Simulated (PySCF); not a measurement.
## Relaxation of singlet WOCl4

Computed with PBE0/[W def2-SVP with ECP60, O def2-SVP, Cl def2-SVP], scalar-relativistic core potentials, density fitting, no spin–orbit coupling, PySCF. A (50,194) grid was used.

A hand-made trigonal bipyramidal (ligand arrangement 1) start, of C2v symmetry, held to at least that symmetry:

Coordinates in bohr (charge 0 multiplicity 1):
```
W    -0.1507   -0.2611    0.0000
O    -1.8232   -3.1578    0.0000
Cl   -0.1507   -0.2611    4.4598
Cl   -0.1507   -0.2611   -4.4598
Cl    4.3090   -0.2611    0.0000
Cl   -2.3806    3.6011    0.0000
```

What does it relax to?

It ends at C4v with W–Cl 2.300 Å (×4), W–O 1.668 Å; Cl–W–Cl 86.7° (×4), Cl–W–Cl 152.3° (×2), Cl–W–O 103.9° (×4) (after a last refinement on a finer grid). The frequency run here used a shortcut that can spoil soft modes, so no verdict on minimum or saddle point is given. Other isomers or separated fragments may lie lower.

How much energy is released, and in how many steps?

65.1 kJ/mol in 10 steps.

With an element this heavy the missing spin–orbit coupling can shift these numbers.
